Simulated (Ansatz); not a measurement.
Pulling on the Al1–H2 bond in C2H5Al (SMILES C=[CH][AlH2]) (multiplicity 1 held, fragments rigid). Energies count from the point at 1.582 Å.
Geometry at that point (charge 0, multiplicity 1):
```xyz
8

Al    -0.136     0.163     1.163
H     -0.815     1.591     1.218
H      0.178    -0.644     2.486
C      0.292    -0.552    -0.590
C      0.018     0.145    -1.699
H      0.759    -1.526    -0.730
H      0.242    -0.220    -2.698
H     -0.448     1.126    -1.658
```

R- and RO- levels are restricted; in cc, def2 and unpolarised 6-31G sets they are followed outwards from rest. Active spaces are followed from a long bond inwards. Curves can end on different states.

Correlated levels freeze the cores.

The values were computed with Ansatz (Gaussian basis) for Hartree–Fock, density functionals and correlated methods. Each number belongs to the level named beside it.

Energies in kcal/mol.

```
R (Å)  R-CCSD/cc-pV(D+d)Z  CASSCF(2,2)/cc-pV(D+d)Z  FIC-MRCISD on CASSCF(2,2)/cc-pV(D+d)Z  FIC-MRCISD+Q on CASSCF(2,2)/cc-pV(D+d)Z
-----  ------------------  -----------------------  -------------------------------------  ---------------------------------------
1.266                24.8                     26.6                                   25.1                                     24.9
1.424                 5.0                      6.0                                    5.1                                      5.0
1.582                 0.0                      0.0                                    0.0                                      0.0
1.740                 3.1                      2.0                                    2.9                                      3.0
1.899                10.4                      8.1                                    9.9                                     10.2
2.136                24.6                     20.6                                   23.6                                     24.2
2.373                39.3                     33.6                                   37.7                                     38.5
2.769                60.3                     52.3                                   57.6                                     58.6
3.164                75.1                     65.1                                   71.0                                     72.1
3.639                85.2                     73.1                                   79.4                                     80.5
4.272                90.7                     76.7                                   83.2                                     84.3
5.063                92.5                     77.6                                   84.1                                     85.2
```

Doubts at one or more of the structures used: a restricted determinant that unrestricted orbitals would lower (R-CCSD/cc-pV(D+d)Z); other coupled-cluster roots lie near (R-CCSD/cc-pV(D+d)Z); T1 above 0.05 (R-CCSD/cc-pV(D+d)Z).

Ansatz is a program for electronic structure.
